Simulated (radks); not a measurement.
Task: The mean radii <r> (bohr) of the occupied orbitals of an atom or ion are listed with their occupations. Method: scalar-relativistic Kohn-Sham, PBE, spin-polarised, spherical densities, finite nucleus; Fermi nuclear charge, rms radius of each element as measured or else 0.836 A^(1/3) + 0.57 fm; computed with a radial shooting solver on a logarithmic mesh with Libxc functionals.

orbital  occ.      <r>
1s up       1  0.08573
1s down     1  0.08572
2s up       1   0.4138
2s down     1   0.4136
2p up       3   0.3762
2p down     3   0.3761
3s up       1    1.326
3s down     1    1.334
3p up       3    1.458
3p down     1    1.479

Name the element and its charge. Open shells, if any, are filled with parallel spins first.

Result: Z = 18, argon, charge +2: Ar2+ in [Ne] 3s2 3p4. The 1s radius gives Z: for a bare nucleus <r> = (2 gamma + 1)/(2Z) with gamma = sqrt(1 - (Z/c)^2), 0.08285 bohr for Z = 18, and screening makes it slightly larger (0.08573 here). The occupations add up to 16, and the charge is Z minus that.
